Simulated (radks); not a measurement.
Spherical quantum dot in the effective-mass picture: electrons in a hard-walled sphere of radius 4.04, all in effective atomic units (hartree* = m*/eps^2 hartree, bohr* = eps/m* bohr), one dielectric constant everywhere. Method: non-relativistic Kohn-Sham, LDA (Slater exchange, Perdew-Wang correlation), spin-polarised, spherical densities; computed with a radial shooting solver with Libxc functionals. Levels are named by radial order and angular momentum (1s, 1p, 1d, 2s, ...), and open shells are averaged over m.

N = 19, configuration 1s2 1p6 1d10 1f(up 1, down 0). This is the lowest configuration that the search found. Occupied and some empty levels:

level    occupation  eigenvalue (hartree*)  <r> (bohr*)
1s up             1                 6.2580        2.702
1s down           1                 6.2690        2.697
1p up             3                 6.4211        2.813
1p down           3                 6.4329        2.811
1d up             5                 6.7009        2.907
1d down           5                 6.7133        2.906
1f up             1                 7.0824        2.985
1f down           0                 7.0951        2.984
2s up             0                 7.3416        1.815
2s down           0                 7.3458        1.816
1g up             0                 7.5568        3.051
1g down           0                 7.5697        3.050
2p up             0                 7.8726        2.118
2p down           0                 7.8782        2.117
2d up             0                 8.5029        2.310
2d down           0                 8.5097        2.309

Energy (hartree*): total 69.4048, kinetic 18.703, external 0, Hartree 58.113, exchange-correlation -7.4109.

Electron density:

r (bohr*)  n(r) (e/bohr*^3)
0.116              0.004468
0.317              0.005058
0.518              0.006327
0.719              0.008524
0.920               0.01202
1.12                0.01727
1.32                0.02483
1.52                0.03520
1.72                0.04874
1.93                0.06542
2.13                0.08452
2.33                 0.1043
2.53                 0.1216
2.73                 0.1324
2.93                 0.1319
3.13                 0.1171
3.33                0.08881
3.53                0.05322
3.73                0.02099
3.94               0.002486
